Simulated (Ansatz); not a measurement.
ZrH$_{2}$Cl$_{4}$, singlet: a relaxation.

The input file, in.yaml:

```yaml
crystal:
  periodic: [false, false, false]
  atoms:
    - {symbol: Zr, position_ang: [-0.329478, 0.498990, -0.409228]}
    - {symbol: Cl, position_ang: [0.673830, -2.030007, 0.723429]}
    - {symbol: Cl, position_ang: [0.936131, -0.142125, -2.261667]}
    - {symbol: Cl, position_ang: [-2.387677, -0.553346, -0.065393]}
    - {symbol: Cl, position_ang: [-0.841386, 2.732023, -0.730241]}
    - {symbol: H, position_ang: [1.262703, -1.294240, 1.649641]}
    - {symbol: H, position_ang: [0.685776, 0.788704, 1.093559]}
basis:
  gaussian: {orbitals: def2-TZVP}
hamiltonian: {xc: pbe0, dispersion: d4}
relax: {f_tol: 0.005, max_steps: 200}
```

Command:

```bash
ansatz run in.yaml --threads 8 --pin off --events-out ev --progress --plain --max-ram 19148MiB
```

Output of Ansatz 0.2.0:

```
Functional definition: PBE0
  name "PBE0"
  cite "Adamo & Barone, J. Chem. Phys. 110, 6158 (1999) doi:10.1063/1.478522"
  cite "Perdew, Burke & Ernzerhof, Phys. Rev. Lett. 77, 3865 (1996) doi:10.1103/PhysRevLett.77.3865"
  parent pbe
  parameter a = 0.25
  parameter kappa = 0.804
  parameter beta = 0.06672455060314922
  exchange = (1 - a)*pbe_x(kappa = kappa, mu = beta*pi^2/3) + a*exact_x
  correlation = pbe_c(beta = beta)
1559 factors; their error is unknown
mean field evaluation 1: about -51393.2817 eV, gradient 2.3e1 eV
mean field evaluation 2: about -51392.4708 eV, gradient 3.2e1 eV
mean field evaluation 4: about -51394.6392 eV, gradient 1.7e0 eV
mean field evaluation 8: about -51394.6482 eV, gradient 8.9e-2 eV
mean field evaluation 16: about -51394.8164 eV, gradient 9.5e-5 eV
mean field -51394.81640724 eV, -1888.7246663082 hartree, gradient 2.7e-5 eV, S^2 0.000000; 0 other end points of the search recorded, 0 dependent functions left out
the calculation of the forces begins
reference -51394.81645468 eV, -1888.7246680516 hartree; 41, 41 occupied and 159, 159 virtual orbitals, 1559 factors
relax step   1: F+E_penalty+E_count = -51395.05387886 eV  Δ(F+E_penalty+E_count) = +0.000e0 eV  max|allowed force component| = 7.314e-1 eV/Å  Δτ_max = 0.0000 Å  (29 SCF iters, accepted)
these checks for a lower state are left out or cut short: starts, cluster_reference, orbital_swaps, neighbouring_geometries, increment
1559 factors; their error is unknown
mean field -51394.83446690 eV, -1888.7253299886 hartree, gradient 1.1e-5 eV, S^2 0.000000; 0 other end points of the search recorded, 0 dependent functions left out
the calculation of the forces begins
reference -51394.83451432 eV, -1888.7253317314 hartree; 41, 41 occupied and 159, 159 virtual orbitals, 1559 factors
relax step   2: F+E_penalty+E_count = -51395.06964809 eV  Δ(F+E_penalty+E_count) = -1.577e-2 eV  max|allowed force component| = 3.243e-1 eV/Å  Δτ_max = 0.0570 Å  (31 SCF iters, accepted)
these checks for a lower state are left out or cut short: starts, cluster_reference, orbital_swaps, neighbouring_geometries, increment
1559 factors; their error is unknown
mean field evaluation 32: about -51394.8375 eV, gradient 1.2e-5 eV
mean field -51394.83750725 eV, -1888.7254417195 hartree, gradient 1.2e-5 eV, S^2 0.000000; 0 other end points of the search recorded, 0 dependent functions left out
the calculation of the forces begins
reference -51394.83755469 eV, -1888.7254434626 hartree; 41, 41 occupied and 159, 159 virtual orbitals, 1559 factors
relax step   3: F+E_penalty+E_count = -51395.07370864 eV  Δ(F+E_penalty+E_count) = -4.061e-3 eV  max|allowed force component| = 6.968e-2 eV/Å  Δτ_max = 0.0664 Å  (31 SCF iters, accepted)
these checks for a lower state are left out or cut short: starts, cluster_reference, orbital_swaps, neighbouring_geometries, increment
1559 factors; their error is unknown
mean field -51394.83839756 eV, -1888.7254744378 hartree, gradient 1.3e-5 eV, S^2 0.000000; 0 other end points of the search recorded, 0 dependent functions left out
the calculation of the forces begins
reference -51394.83844502 eV, -1888.7254761819 hartree; 41, 41 occupied and 159, 159 virtual orbitals, 1559 factors
relax step   4: F+E_penalty+E_count = -51395.07496441 eV  Δ(F+E_penalty+E_count) = -1.256e-3 eV  max|allowed force component| = 5.513e-2 eV/Å  Δτ_max = 0.0414 Å  (31 SCF iters, accepted)
these checks for a lower state are left out or cut short: starts, cluster_reference, orbital_swaps, neighbouring_geometries, increment
1559 factors; their error is unknown
mean field -51394.83882477 eV, -1888.7254901374 hartree, gradient 1.3e-5 eV, S^2 0.000000; 0 other end points of the search recorded, 0 dependent functions left out
the calculation of the forces begins
reference -51394.83887224 eV, -1888.7254918819 hartree; 41, 41 occupied and 159, 159 virtual orbitals, 1559 factors
relax step   5: F+E_penalty+E_count = -51395.07529621 eV  Δ(F+E_penalty+E_count) = -3.318e-4 eV  max|allowed force component| = 3.178e-2 eV/Å  Δτ_max = 0.0129 Å  (32 SCF iters, accepted)
these checks for a lower state are left out or cut short: starts, cluster_reference, orbital_swaps, neighbouring_geometries, increment
1559 factors; their error is unknown
mean field -51394.83924205 eV, -1888.7255054721 hartree, gradient 1.3e-5 eV, S^2 0.000000; 0 other end points of the search recorded, 0 dependent functions left out
the calculation of the forces begins
reference -51394.83928954 eV, -1888.7255072174 hartree; 41, 41 occupied and 159, 159 virtual orbitals, 1559 factors
relax step   6: F+E_penalty+E_count = -51395.07550720 eV  Δ(F+E_penalty+E_count) = -2.110e-4 eV  max|allowed force component| = 4.378e-3 eV/Å  Δτ_max = 0.0158 Å  (32 SCF iters, accepted)
these checks for a lower state are left out or cut short: starts, cluster_reference, orbital_swaps, neighbouring_geometries, increment
1559 factors; their error is unknown
mean field -51394.83932388 eV, -1888.7255084795 hartree, gradient 1.3e-5 eV, S^2 0.000000; 0 other end points of the search recorded, 0 dependent functions left out
the calculation of the forces begins
reference -51394.83937138 eV, -1888.7255102249 hartree; 41, 41 occupied and 159, 159 virtual orbitals, 1559 factors
relax step   7: F+E_penalty+E_count = -51395.07552691 eV  Δ(F+E_penalty+E_count) = -1.971e-5 eV  max|allowed force component| = 3.557e-3 eV/Å  Δτ_max = 0.0097 Å  (33 SCF iters, accepted)
1559 factors; their error is unknown
mean field evaluation 64: about -51392.4749 eV, gradient 3.2e1 eV
mean field -51394.83932388 eV, -1888.7255084795 hartree, gradient 1.3e-5 eV, S^2 0.000000; 1 other end points of the search recorded, 0 dependent functions left out
the calculation of the forces begins
reference -51394.83937138 eV, -1888.7255102249 hartree; 41, 41 occupied and 159, 159 virtual orbitals, 1559 factors
Total energy: -51395.07557440 eV, -1888.7341905259 hartree
Atom 0 at    -0.340410     0.522125    -0.416338 Å, force     0.000367    -0.000994    -0.003557 eV/Å
Atom 1 at     0.720348    -2.028902     0.722802 Å, force    -0.001192    -0.001075    -0.001338 eV/Å
Atom 2 at     0.921269    -0.147111    -2.261182 Å, force    -0.000882     0.001209     0.001303 eV/Å
Atom 3 at    -2.386912    -0.539694    -0.059543 Å, force     0.000129     0.000491     0.000368 eV/Å
Atom 4 at    -0.836917     2.754691    -0.764984 Å, force     0.000675    -0.003406     0.000970 eV/Å
Atom 5 at     1.278095    -1.362036     1.667799 Å, force     0.000117     0.000334     0.000500 eV/Å
Atom 6 at     0.644426     0.800926     1.111545 Å, force     0.000786     0.003441     0.001754 eV/Å
Dipole moment:     0.293752    -0.340099     0.379138 e Å
```

Hardware: 8 CPU threads of an Arm Neoverse V2, shared host. Wall time 19 s; peak host memory 0.73 GiB.
